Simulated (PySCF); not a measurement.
## Worked example: chemical shift, span and skew from a shielding tensor

CH6FNO2Si, SMILES CO[Si](N)(O)F. Atoms are numbered in the order given.

```xyz
12

C      2.1253     0.1862     0.8099
O      0.9655    -0.5877     0.6494
Si    -0.3839    -0.0584    -0.1293
N     -0.9498     1.4462     0.4181
O     -1.4841    -1.2651     0.0346
F     -0.0163     0.1864    -1.6881
H      1.8828     1.2361     1.0511
H      2.7454     0.1749    -0.1031
H      2.7215    -0.2314     1.6354
H     -1.2153     2.1564    -0.2527
H     -1.4582     1.5334     1.2888
H     -1.1089    -2.1467     0.1243
```
Charge 0, spin multiplicity 1.

The structure is a stationary point at PBE0-D3(BJ)/def2-SVP. This is a generated structure with no PubChem entry under its InChIKey; it may be hypothetical. The values are those of a single conformer.

GIAO shieldings from PBE/pcSseg-1 (PySCF), non-relativistic, no solvent. The symmetric part of the tensor of F6 has the principal values 263.9, 294.5, 396.7 ppm. The same nucleus in CFCl3 has σ = 133.6 ppm at this level (PySCF, at its B3LYP-D3(BJ)/def2-TZVP geometry).

**Question.** Work out the isotropic shielding, the ¹⁹F shift against CFCl3, the span and the skew.

**Answer.** 
σ(iso) = (σ11 + σ22 + σ33)/3 = 318.4 ppm. δ = σ(ref) − σ(iso) = 133.6 − (318.4) = -184.8 ppm.
Span Ω = σ33 − σ11 = 132.8 ppm. Skew κ = 3(σ(iso) − σ22)/Ω = 0.54. Tumbling in solution averages the tensor to δ; in a static solid the shielding alone would spread this spin-1/2 line over Ω.
